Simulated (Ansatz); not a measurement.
C2H3O2 (SMILES CO[C]=O), doublet, at a GFN2-xTB geometry. Base run: MP2/6-311G** in Ansatz (a program for electronic structure).

Input for Ansatz:
Ansatz 0.2 input:
```yaml
crystal:
  periodic: [false, false, false]
  atoms:
    - {symbol: C, position_ang: [-0.93387820, -0.06541199, 0.01318371]}
    - {symbol: O, position_ang: [-0.95258739, -1.26170140, 0.00490787]}
    - {symbol: O, position_ang: [-0.02803634, 0.83430160, 0.00637219]}
    - {symbol: C, position_ang: [1.38446796, 0.45047108, -0.01701847]}
    - {symbol: H, position_ang: [1.94352282, 1.38117052, -0.01853930]}
    - {symbol: H, position_ang: [1.61200272, -0.14253780, 0.86761719]}
    - {symbol: H, position_ang: [1.58592576, -0.12978890, -0.91630983]}
basis:
  gaussian:
    orbitals: 6-311G__.json
magnetization: {spin_polarized: true, initial_magnetization: 1}
correlation: {method: mp2}
```
The basis file holds 6-311G** in the JSON format of the Basis Set Exchange.

Variants of this job, named by their change:

| change | ΔE vs base (kcal/mol) | MP2 correlation (Eh) | basis functions | core-seconds (rough) |
|---|---|---|---|---|
| base | 0.000 | -0.65177 | 90 | 2 |
| reference functional = pbe0 | -20.77 | - | 90 | 5 |
| method = bccd | -11.05 | -0.65177 | 90 | 20 |
| method = rpa | -46.02 | - | 90 | 3 |
| method = ccsd_t | -28.60 | -0.65177 | 90 | 20 |
| method = ccsd | -12.56 | -0.65177 | 90 | 10 |
| accuracy = high | -0.003 | -0.65177 | 90 | 6 |
| electrons = all | -46.91 | -0.72653 | 90 | 3 |
| fitting = cc-pVTZ-JKFIT (mean field), cc-pVTZ-RIFIT (correlation) | 0.095 | -0.65172 | 90 | 2 |
| lower_state_search = off | 0.000 | -0.65177 | 90 | 2 |
